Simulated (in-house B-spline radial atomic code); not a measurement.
The numbers below are computed, except where a source is named.
Extrapolating the RPA correlation energy in partial waves: Ca⁵⁺

All-electron RPA on r2SCAN orbitals from an all-electron radial atomic-structure program (B-spline basis), scalar-relativistic (spin-free one-electron X2C), finite nucleus, configuration [Ne] 3s2 3p3, highest spin. With empty states up to angular momentum L the sums are:

| L | E_c(L) (hartree) |
| --- | --- |
| 3 | -0.840231 |
| 4 | -0.894288 |
| 5 | -0.915487 |
| 6 | -0.925451 |
| 7 | -0.930734 |

For large l each further wave adds A/(l + 1/2)⁴, because the basis must build the cusp where two electrons meet.

Q: Estimate the limit from L = 6 and L = 7.

A: Wave 7 adds -0.005283, against a sum of (l + 1/2)⁻⁴ of 3.16049e-04, so A = -16.716. The sum over l > 7 is ζ(4, 8.5) = 6.4602e-04, close to 1/(3 × 8³) = 6.5104e-04. The tail is -0.010799 and the limit -0.94153 hartree.

Q: How good is the estimate?

A: A run to L = 11 sums to -0.93766 and extrapolates to -0.94037 hartree, 0.14 millihartree from the run before. The estimate differs from that by -1.16 millihartree, while the bare sum at L = 7 misses 9.6 millihartree (1.0 %).
